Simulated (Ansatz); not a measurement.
A structure relaxed at PBE0-D4/def2-TZVP, charge 0, multiplicity 1:

Cartesian coordinates in Å:
```
C -0.057 -0.841 -1.209
C -0.592 -0.045 -0.032
C -1.733 -0.764 0.660
O 0.410 0.182 0.939
Sn 1.910 1.402 0.575
H -0.845 -1.038 -1.941
H 0.343 -1.798 -0.863
H 0.745 -0.304 -1.725
H -0.972 0.919 -0.411
H -2.096 -0.174 1.502
H -1.389 -1.729 1.041
H -2.562 -0.937 -0.031
H 2.447 1.845 2.126
H 3.115 0.573 -0.307
H 1.274 2.709 -0.325
```

(1) Give its formula and SMILES.

(2) Point group (tolerance 0.08 Å, 0.16 Å for H)?

(3) Summarise the bond lengths by kind.

## Answers

(1) C3H10OSn, `CC(C)[O][SnH3]`.

(2) C1.

(3) 2 × C–C 1.515 to 1.519 Å; 7 × C–H 1.091 to 1.104 Å; 1 × C–O 1.413 Å; 1 × O–Sn 1.967 Å; 3 × H–Sn 1.700 to 1.710 Å.

Program: Ansatz 0.2.0.
